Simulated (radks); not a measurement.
Problem. All-electron atom: the iridium ion Ir5+ in [Xe] 4f14 5d4. All-electron calculation, non-relativistic Kohn-Sham, TPSS, spin-polarised, spherical densities, point nucleus; open shells are filled with parallel spins first (spin-orbit coupling, left out, can overturn this in heavy ions); meta-GGA in the generalised Kohn-Sham scheme; relativity is left out, which matters for an element this heavy. Program: a radial shooting solver on a logarithmic mesh with Libxc functionals. Some entries of the table are withheld. Estimate them.

orbital,occ.,eigenvalue (eV),<r^2> (bohr^2),r(max) (bohr)
1s down,1,-69377.24,0.0005165,0.01305
1s up,1,-69377.22,0.0005165,0.01305
2s up,1,-11564.24,0.008056,0.07096
2s down,1,-11563.88,0.008056,0.07096
2p up,3,-11103.97,0.005951,0.05509
2p down,3,-11103.71,0.005951,0.05509
3s up,1,-2732.752,0.05009,0.1943
3s down,1,-2732.667,0.05008,0.1943
3p up,3,-2517.669,0.04623,0.1829
3p down,3,-2517.561,0.04622,0.1829
3d up,5,-2118.100,0.03577,0.1441
3d down,5,-2117.849,0.03577,0.1441
4s up,1,-619.1333,0.2426,0.4349
4s down,1,-618.9097,0.2427,0.4350
4p up,3,-527.3382,0.2501,0.4348
4p down,3,-527.0880,0.2501,0.4349
4d up,5,-359.6613,0.2669,0.4289
4d down,5,-359.3217,0.2667,0.4291
5s up,1,(1),1.265,0.9771
5s down,1,(2),1.250,0.9706
4f up,7,-137.5806,0.3298,0.3894
4f down,7,-137.0169,0.3260,0.3894
5p up,3,-113.7429,1.476,1.037
5p down,3,-110.2570,1.463,1.029
5d up,4,(3),2.243,1.216
5d down,0,(4),2.282,1.216

Solution. 
(1) 5s up eigenvalue (eV): -142.4805
(2) 5s down eigenvalue (eV): -139.3003
(3) 5d up eigenvalue (eV): -67.7916
(4) 5d down eigenvalue (eV): -64.1146
